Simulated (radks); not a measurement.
The dysprosium ion Dy+, configuration [Xe] 4f10 5d1 (not the ground configuration). All-electron calculation, scalar-relativistic Kohn-Sham, r2SCAN, spin-polarised, spherical densities, finite nucleus; open shells are filled with parallel spins first (spin-orbit coupling, left out, can overturn this in heavy ions); meta-GGA in the generalised Kohn-Sham scheme; Fermi nuclear charge, rms radius 5.2218 fm. Program: a radial shooting solver on a logarithmic mesh with Libxc functionals.

Normalised radial functions P(r) = r R(r), r in bohr:

```
   r/bohr * 5s up, o 4f up, + 5d down (the largest magnitude, 1.1, reaches the edge; | marks zero, & curves that meet)
 0.002196                             & *
    0.003                             &  *
 0.004065                             &  *
  0.00551                             &   *
 0.007467                             &   *
  0.01012                             &   *
  0.01372                             &   *
  0.01859                             & *
  0.02519                             &
  0.03442                          *  o+
  0.04664                        *    o+
  0.06321                       *     |o+
  0.08567                          *  |o +
   0.1161                             |  &+
   0.1574                             |  +   o *
   0.2133                             | +    *    o
    0.289                         * + |                 o
   0.3949                *       +    |                       o
   0.5351                     *  +    |                          o
   0.7253                            +|        *               o
   0.9829                             |    +             o   *
    1.332                             |          + o          *
    1.805                             |       o     +*
    2.447                             |   o *       +
    3.316                             |*o         +
     4.53                             *o      +
     6.14                             &    +
    8.321                             & +
    11.28                             &+
```

5s up: eigenvalue -55.931 eV, 4 radial nodes at r = 0.0256, 0.101, 0.265, 0.628 bohr, <r> = 1.30 bohr, 90 % of the charge inside 1.88 bohr. 4f up: eigenvalue -9.218 eV, 0 radial nodes, <r> = 0.861 bohr, 90 % of the charge inside 1.50 bohr. 5d down (empty): eigenvalue -4.606 eV, 2 radial nodes at r = 0.248, 0.765 bohr, <r> = 3.06 bohr, 90 % of the charge inside 5.09 bohr.
